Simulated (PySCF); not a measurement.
H₄BNO₂, singlet, geometry from GFN2-xTB. Base run: HF/6-31G, polarisability run with PySCF.

The PySCF input:
```python
from pyscf import gto, scf
from pyscf.prop import polarizability

mol = gto.Mole()
mol.atom = '''
    B    -0.00451108    0.00087703   -0.00265988
    O    -0.89111470   -1.03890468   -0.12823650
    H    -1.69054821   -0.84152744   -0.61335532
    O    -0.21284169    1.25353294   -0.52269162
    H    -1.03575074    1.37156721   -0.99415805
    N     1.18524273   -0.23043173    0.69885716
    H     1.87840205    0.48010799    0.83058104
    H     1.40540437   -1.11853688    1.10565663
'''
mol.basis = '6-31g'
mol.verbose = 3
mol.build()

mf = scf.RHF(mol)
mf.kernel()
alpha = mf.Polarizability().polarizability()[2, 2]
print('alpha_zz =', alpha)
```

Each row names what was changed in the base input (with any setting that the change needs).

```tsv
change	alpha_zz (bohr³)	basis functions
base	14.74	44
functional = pbe	17.35	44
basis = STO-3G	7.36	24
finite field (a.u.) = 0.001; conv_tol = 1e-6	14.72	44
functional = pbe0	16.52	44
finite field (a.u.) = 0.05; conv_tol = 1e-11	14.86	44
finite field (a.u.) = 0.005; conv_tol = 1e-11	14.74	44
basis = 6-31+G*	…	…
finite field (a.u.) = 0.02; conv_tol = 1e-11	14.76	44
basis = def2-SVP	17.81	76
basis = cc-pVDZ	…	76
finite field (a.u.) = 2e-4; conv_tol = 1e-11	14.74	44
```

Task: Fill in the missing entries.

Result: 
- basis = 6-31+G*, alpha_zz (bohr³): 22.73
- basis = 6-31+G*, basis functions: 80
- basis = cc-pVDZ, alpha_zz (bohr³): 18.33

Finite-field rows take the second difference of the energy in a field along z; a small field with loose convergence shows SCF noise divided by the square of the field, and a large one adds hyperpolarisability.
